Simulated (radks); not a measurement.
Species: the scandium ion Sc+. Configuration: [Ar] 3d0.5 4s1 4f0.5 (fractional occupations, a model configuration). Calculated with a radial shooting solver on a logarithmic mesh with Libxc functionals: non-relativistic Kohn-Sham, PBE, spin-polarised, spherical densities, point nucleus; open shells are filled with parallel spins first.

Unscreened Slater integrals over Kohn-Sham orbitals (eV). They are taken over the spin-up orbitals.

\begin{tabular}{lr}
integral & value \\ \hline
F0(4f,4f) & 2.5180 \\
F2(4f,4f) & 1.3906 \\
F4(4f,4f) & 0.92658 \\
F6(4f,4f) & 0.68539 \\
F0(4f,4s) & 3.1498 \\
G3(4f,4s) & 0.19919 \\
F0(4f,3d) & 3.1712 \\
F2(4f,3d) & 0.20617 \\
F4(4f,3d) & 0.050575 \\
G1(4f,3d) & 0.048631 \\
G3(4f,3d) & 0.027546 \\
G5(4f,3d) & 0.018792 \\
F0(4f,3p) & 3.1734 \\
F2(4f,3p) & 0.11286 \\
G2(4f,3p) & 0.0064436 \\
G4(4f,3p) & 0.0041171 \\
F0(4s,4s) & 7.7944 \\
F0(4s,3d) & 9.5221 \\
G2(4s,3d) & 1.5943 \\
F0(4s,3p) & 9.8913 \\
G1(4s,3p) & 0.72463 \\
F0(3d,3d) & 16.326 \\
F2(3d,3d) & 7.4958 \\
F4(3d,3d) & 4.6525 \\
F0(3d,3p) & 18.402 \\
F2(3d,3p) & 8.6019 \\
G1(3d,3p) & 10.737 \\
G3(3d,3p) & 6.4379 \\
F0(3p,3p) & 21.268 \\
F2(3p,3p) & 10.693 \\
\end{tabular}

Derived for the open shells (J is the average intra-shell exchange parameter used in DFT+U). 3d: Racah B = F2/49 - 5 F4/441 = 0.1002 eV, C = 35 F4/441 = 0.3692 eV, C/B = 3.68, F4/F2 = 0.621, J = (F2 + F4)/14 = 0.8677 eV. 4f: F4/F2 = 0.666, F6/F2 = 0.493, J = (286 F2 + 195 F4 + 250 F6)/6435 = 0.1165 eV.
